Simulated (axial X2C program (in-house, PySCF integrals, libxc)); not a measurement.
**Spectroscopic constants of RuC**

Calculated with an in-house relativistic program for diatomic molecules. Spin-free means the one-electron spin-free X2C Hamiltonian; two-component (2c) means X2C with spin–orbit coupling and atomic mean-field two-electron Coulomb and Gaunt terms, so the difference of the two also holds small scalar two-electron terms. Basis: Ru dyall-cv3z [12s12p8d5f3g], C dyall-v3z [7s6p2d1f] (cores contracted in-house); Gaussian nuclei, density fitting, unrestricted open shells. Masses: Ru 101.904 u, C 12.000 u.

The run was started with this input:
```json
{
 "zs": [
  44,
  6
 ],
 "q": 0,
 "bas": [
  "dyall-cv3z",
  "dyall-v3z"
 ],
 "levels": [
  "PBE0",
  "HF",
  "TPSS"
 ],
 "cc": true,
 "r0": 1.81,
 "thr": -2.0,
 "nmax": 110,
 "npts": 10,
 "nst": 2,
 "ntry": 8
}
```
```bash
python so2c.py task.json out
```

Keys: zs atomic numbers; q charge; bas basis sets; levels methods; cc coupled cluster on or off; r0 starting distance in Å; thr threshold in hartree for freezing inner shells (an s shell follows its p shell); nmax most natural virtual spinors; npts points on the curve; nst determinants followed; ntry starts of the search. HF also brings MP2.

State, spin-free: M_S = 0, Λ = 0 (closed shell); electrons by block: σα: 11, σβ: 11, π+α: 5, π+β: 5, π-α: 5, π-β: 5, δ+α: 2, δ+β: 2, δ-α: 2, δ-β: 2. Fragments: Ru + C.

State, 2c: Ω = 3 (⟨Sz⟩ = 1.00, ⟨Lz⟩ = 2.00 at TPSS); electrons by block: 1/2: 17, -1/2: 16, 3/2: 7, -3/2: 7, 5/2: 2, -5/2: 1. Fragments: Ru + C.

| Hamiltonian | level | Re (Å) | ωe (cm⁻¹) | ωexe (cm⁻¹) | Be (cm⁻¹) | αe (cm⁻¹) | De (eV) | D0 (eV) | μ (D) |
| --- | --- | --- | --- | --- | --- | --- | --- | --- | --- |
| spin-free | PBE0 | 1.576 | 1217.6 | 4.24 | 0.6326 | 0.00325 | 6.06 | 5.98 | -4.02 |
| spin-free | HF | 1.531 | 1339.1 | 3.76 | 0.6695 | n/a | 0.301 | 0.218 | -4.53 |
| spin-free | CCSD | 1.585 | 1183.1 | n/a | 0.6249 | 0.00341 | 5.46 | 5.38 | n/a |
| spin-free | CCSD(T) | 1.605 | 1120.0 | 4.01 | 0.6096 | 0.00345 | 6.11 | 6.04 | n/a |
| spin-free | TPSS | 1.602 | 1148.6 | 4.3 | 0.6117 | 0.00331 | 6.65 | 6.58 | -3.99 |
| 2c | TPSS | 1.634 | 1068.2 | 4.76 | 0.5882 | 0.00356 | n/a | n/a | -2.15 |

Correlated methods: 12 electrons correlated (number of frozen shells: Ru 4 s, 3 p, 1 d; C 1 s), 260 virtual spin orbitals or spinors in MP2, 108 natural virtuals in coupled cluster.

Dipoles are positive if C is the positive end.

One determinant describes the state; a PBE0 search over occupations chose it and may have missed a lower one. Closed shells are restricted here (equal orbitals for both partners); the stretched side of such a curve lies too high. Dissociation energies refer to the lowest single-determinant-based atoms at the same level and basis. De is not given where an atomic determinant may have missed its ground term or J level, or where the truncated virtual space spoils (T). Density functionals use the spin component along the axis (collinear). Coupled cluster ran in a truncated set of natural virtual spinors; the MP2 energy of the rest was added. (T) has no such correction and the atoms are truncated less, which lowers De at CCSD(T) by a hundredth of an eV or more. PBE0 can misorder states that lie within some tenths of an eV, so this need not be the ground state of the molecule. The nearest other spin-free determinant of the search, M_S = 1, Λ = 2, lies 0.07 eV up at the distance of the search. The functionals have no current-density term, which raises determinants with orbital currents, atoms included. With several unpaired electrons one determinant need not be a pure state. A state of lower Ω lies just above, and one determinant can place such states too high, so the state shown need not be the lowest. The search has Ω = 0 only 0.04 eV up. At some level and bond length an empty orbital lies below a filled one.

The spin-free and the 2c determinant differ in configuration, so the two halves of the table describe two states.

No reliable constants came from CCSD (2c), CCSD(T) (2c), HF (2c), MP2 (2c), MP2 (spin-free), PBE0 (2c): no minimum in range, unconverged points, a curve that is not smooth, a change of character along it, or the two Hamiltonians disagreeing along it.

Rough cost a point (2c) on 1 thread(s) of a shared host, integrals apart: TPSS 0.9 s.

The whole task took 4.2 min on 1 thread of Arm Neoverse V1, on a shared host.
